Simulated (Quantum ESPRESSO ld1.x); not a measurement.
Results of a calculation; reference values are marked as such.
Q: These are the eigenvalues of the occupied orbitals of an atom or ion with whole-number occupations (hartree). Code: ld1.x of Quantum ESPRESSO 7.5. Model: scalar-relativistic Kohn-Sham, revPBE, spin-unpolarised, spherical densities, point nucleus.

orbital  eigenvalue
1s         -2316.16
2s         -540.989
2p         -503.281

Which element is it, and in what charge state? The configuration may be excited.

A: Z = 68, erbium, charge +60: Er60+ in [He] 2s2 2p4. The list shows which subshells hold electrons but not how many an open one holds; the 1s level, -2316.2 hartree, gives Z - s = 68.1 by -(Z - s)^2/2, which with screening and relativity narrows Z to a few neighbours, and the depths of the outer levels then fix element, charge and occupations together.
